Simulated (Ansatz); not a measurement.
Input for Ansatz (a quantum-chemistry and plane-wave program): R-PBE/def2-TZVPP on H10Si4 (SMILES [SiH3][SiH]([SiH3])[SiH3]).

Ansatz 0.2 input:
```yaml
crystal:
  periodic: [false, false, false]
  atoms:
    - {symbol: Si, position_ang: [-0.79244163, -2.06356721, -0.15058484]}
    - {symbol: Si, position_ang: [0.00480786, 0.07925491, -0.66510997]}
    - {symbol: Si, position_ang: [-1.39426148, 1.69660647, 0.29330289]}
    - {symbol: Si, position_ang: [2.18441796, 0.33112876, 0.15795870]}
    - {symbol: H, position_ang: [0.08080543, -3.10770527, -0.74000595]}
    - {symbol: H, position_ang: [-2.17165660, -2.25039792, -0.66335136]}
    - {symbol: H, position_ang: [-0.80837033, -2.23734590, 1.32255479]}
    - {symbol: H, position_ang: [0.01650653, 0.25548936, -2.14279737]}
    - {symbol: H, position_ang: [-0.91502407, 3.06409150, -0.02345215]}
    - {symbol: H, position_ang: [-1.39777435, 1.52659531, 1.76692025]}
    - {symbol: H, position_ang: [-2.78480134, 1.55212295, -0.20224561]}
    - {symbol: H, position_ang: [2.17285811, 0.15303016, 1.63071799]}
    - {symbol: H, position_ang: [2.71253939, 1.68258786, -0.15045274]}
    - {symbol: H, position_ang: [3.09239449, -0.68189097, -0.43345466]}
basis:
  gaussian:
    orbitals: def2-TZVPP
hamiltonian:
  xc: {name: PBE}
scf: {lower_state_search: off}
```

Question: Give the final energy of this run.

Answer: -1163.3824 hartree.

Question: How many basis functions does it have, and what does it roughly cost on one machine?

Answer: 308 functions; very roughly 5 core-seconds.
